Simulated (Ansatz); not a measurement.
Diatomic MoCl, multiplicity 6 (lowest of 2S+1 = 2, 4, 6, 8 at CCSD(T)/def2-TZVPP on PBE0 minima; our sources give no spin for the ground state, which may be another). No spin–orbit coupling.

Seven points along R, fitted to fifth degree in 1/R; most abundant isotopes. In def2 and cc sets the state is the lowest found near the PBE0 minimum, followed along R.

The values were computed with Ansatz (Gaussian orbitals). Values without a source in brackets are computed. In def2 rows elements past Kr take small-core potentials, without spin–orbit coupling.

Energies at SVWN5/def2-TZVPP:

```
R (Å)       E (hartree)
--------  -------------
2.121427  -526.76164384
2.178455  -526.76487968
2.230920  -526.76573386
2.290229  -526.76478024
2.349537  -526.76225558
2.417971  -526.75790000
2.497809  -526.75146236
```

Question: With a reduced mass of 25.7660 u, find the minimum, the force constant and the constants.

Answer: A fifth-degree polynomial in 1/R puts the minimum at r_e = 2.2305 Å with force constant 254 N/m. Then ω_e = (1/2πc)√(k/μ) = 409 cm⁻¹ and B_e = h/(8π²cμr_e²) = 0.1315 cm⁻¹; the cubic and quartic terms give α_e = 0.00058 and ω_e x_e = 1.4 cm⁻¹.

Ansatz is an electronic-structure program.
